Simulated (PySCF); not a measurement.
**Exercise with solution: oscillator strength and radiative lifetime**

C3H11NSi2, SMILES C=CN([SiH3])C[SiH3].

Geometry: B3LYP-D3(BJ)/def2-SVP. The structure was generated by enumeration, and PubChem lists no compound with its InChIKey, so it may never have been made. Other conformers were not sampled.

TDA-LC-ωPBE/def2-SVPD run with PySCF puts the first singlet state with f over 0.02 at 6.03 eV (vertical), with the transition dipole (0.072, 0.273, -0.257) in atomic units.

Q: Find the oscillator strength, the wavelength and the radiative lifetime that this transition would have in vacuum if emission retraced absorption.

A: 
|μ|² = 0.1458 au, so |μ| = 0.97 D. ΔE = 6.03/27.211 = 0.2216 hartree. f = (2/3) ΔE |μ|² = 0.022 (the program prints 0.022).
λ = 1239.84/6.03 = 206 nm; ν = 48635 cm⁻¹.
Einstein's coefficient A = 0.6670 ν² f s⁻¹ (ν in cm⁻¹) = 3.4e7 s⁻¹, so τ = 1/A = 29 ns. This state is S1. The figure is the radiative limit of this one transition; relaxation, internal conversion, crossing to triplets and a medium change what is measured.
